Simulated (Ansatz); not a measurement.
A nudged elastic band was laid between two geometries of C2H9BOSi (14 atoms, charge 0, multiplicity 1).

Level of theory: Ansatz, RKS B3LYP-D4/6-31G.

```json
{
 "movable images": "9",
 "climbing image": "yes",
 "spring": "5.0 eV/Å²",
 "optimiser": "quadratic models (default)",
 "start path": "through a guess of the saddle point",
 "force threshold": "0.05 eV/Å",
 "iteration limit": "26",
 "end points": "relaxed"
}
```

Image 0:

```xyz
14
Properties=species:S:1:pos:R:3
B 0.797 1.288 -0.391
C -0.422 0.664 0.385
C -0.479 0.483 1.878
O 0.512 -0.417 -0.251
Si 0.088 -1.582 -1.497
H 0.642 1.647 -1.524
H 1.790 1.582 0.202
H -1.399 0.624 -0.106
H 0.530 0.433 2.297
H -1.030 -0.418 2.175
H -0.987 1.351 2.319
H 1.373 -1.976 -2.148
H -0.857 -0.954 -2.480
H -0.569 -2.753 -0.830
```

Image 10:

```xyz
14
Properties=species:S:1:pos:R:3
B 1.065 1.244 0.518
C -0.885 0.181 0.331
C -0.593 0.710 1.556
O -0.626 -1.117 0.030
Si -0.122 -1.747 -1.539
H 0.930 1.137 -0.681
H 1.080 2.388 0.877
H -1.398 0.764 -0.431
H 1.815 0.440 0.993
H -0.212 0.073 2.343
H -1.027 1.659 1.842
H 1.366 -1.690 -1.660
H -0.785 -0.919 -2.603
H -0.622 -3.152 -1.548
```

Question: Which bonds break or form, and what moves?

Answer: Bonds broken: B1–C2, C3–H9. Bonds formed: B1–H9. C2H9BOSi becomes BH3 + C2H6OSi.

Question: What energy profile does the band end with?

Answer: It converged. The highest image is number 6 of 0 to 10, 1.47 eV above the first end and 0.54 eV above the last; the last end lies 0.92 eV above the first. The profile has 2 maxima (images 2, 6) with wells between them (image 3): this band takes more than one step, which may be the mechanism or a detour left from its start path. A vibrational analysis at the climbing image gives one clearly imaginary mode, 680i cm⁻¹, and a faint second one (35i cm⁻¹) that may be numerical noise or a soft torsion: probably a first-order saddle point. The orbitals stay closed-shell, which can raise the energy where a bond breaks towards radicals; this wasn't checked here. Limits of this set-up: no polarisation functions.

```
image  path coordinate (Å)  energy (eV)  B1–C2 (Å)  C3–H9 (Å)  B1–H9 (Å)
    0                 0.00         0.00       1.57       1.09       2.83
    1                 1.18         0.08       1.57       1.09       2.84
    2                 2.37         0.27       1.58       1.09       2.87
    3                 3.55         0.23       1.57       1.09       2.91
    4                 4.74         0.23       1.56       1.10       2.68
    5                 5.92         0.35       1.55       1.11       2.25
    6                 7.11         1.47       1.72       1.68       1.26
    7                 8.33         1.05       2.34       2.35       1.20
    8                 9.56         0.95       2.31       2.37       1.20
    9                10.78         0.93       2.23       2.39       1.20
   10                12.01         0.92       2.23       2.49       1.20
```

Question: What is the geometry of the highest image?

Answer: 
```xyz
14
Properties=species:S:1:pos:R:3
B 0.756 1.655 0.516
C -0.255 0.340 0.068
C -0.209 0.403 1.484
O 0.436 -0.730 -0.565
Si -0.335 -1.904 -1.596
H 1.835 1.367 0.106
H 0.195 2.690 0.324
H -1.134 0.703 -0.458
H 0.933 1.602 1.763
H 0.377 -0.340 2.014
H -0.996 0.895 2.043
H 0.782 -2.683 -2.205
H -1.153 -1.209 -2.653
H -1.245 -2.818 -0.813
```

The run took 10 min on 1 thread of Arm Neoverse V2, on a shared host, peak memory 0.16 GiB.
